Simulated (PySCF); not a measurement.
## Ni⁺: ionisation energy

Ni⁺ [Ar] 3d9 (2D) → Ni²⁺ [Ar] 3d8 (3F), as a difference of total energies. Computed with PySCF 2.14 in aug-cc-pVDZ-DK, with scalar relativity by spin-free X2C-1e. Correlated levels: valence: [Ar] frozen. The calculations carry no spin-orbit coupling.

```csv
method,ionisation energy (eV)
UHF,15.098
M06-L,17.724
MP2 (valence),18.215
SCS-MP2 (valence),17.901
```

Question: How much does correlation contribute at MP2 (valence)?

Answer: 18.215 − (15.098) = 3.117 eV, measured against UHF.

The reference lies between the lowest fine-structure levels, while these numbers refer to the centres of the terms.

Errors of the correlated levels include the incompleteness of this basis and the frozen core.

For comparison: 18.169 eV (measured; NIST Atomic Spectra Database, ionization energies).
